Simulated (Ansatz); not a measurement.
Consider the formal hydrolysis of the Si–N bond: `N[Si](O)(F)F` + H₂O → `O[Si](O)(F)F` + NH₃.

Calculated with Ansatz (gas phase, PBE0-D4/def2-TZVP geometries, no zero-point term in ΔE). CCSD(T)/CBS is the MP2 limit (def2-TZVPP, def2-QZVPP) plus CCSD(T) − MP2 in def2-TZVPP, frozen cores. This one scheme is used for every species. DFT in def2-TZVPP. HSE06 is defined as in plane-wave codes. One conformer a species, not always the lowest.

Task: Is it downhill or uphill in electronic energy at CCSD(T)/CBS, and by how much? (Estimate.)

Result: The calculation gave: Downhill: ΔE = -39.2 kJ/mol.

Task: What do these levels give: r2SCAN-D4, BHLYP-D4, revPBE, r2SCANh, r2SCAN0, HSE06, BHLYP, CCSD/def2-SVP, SCS-MP2/def2-TZVPP, CCSD(T)/def2-TZVPP, HF/CBS(def2), MP2/CBS(def2)? (Estimate.)

Result: Computed: r2SCAN-D4 -42.9, BHLYP-D4 -42.5, revPBE -40.0, r2SCANh -43.1, r2SCAN0 -42.6, HSE06 -39.4, BHLYP -44.7, CCSD/def2-SVP -41.0, SCS-MP2/def2-TZVPP -42.8, CCSD(T)/def2-TZVPP -41.7, HF/CBS(def2) -48.5, MP2/CBS(def2) -38.7 kJ/mol.

Largest T1 diagnostic among the species: 0.011.

In def2-TZVPP, CCSD(T) changes the Hartree–Fock value by +6.5 kJ/mol (the triples alone add +0.6 kJ/mol) and MP2 by +7.0 kJ/mol. Leaving LDA and LC-ωPBE aside and taking each functional with its dispersion term where it has one, the values, not all of them listed here, spread over 10.1 kJ/mol, from B97M-V to revPBE-D4.
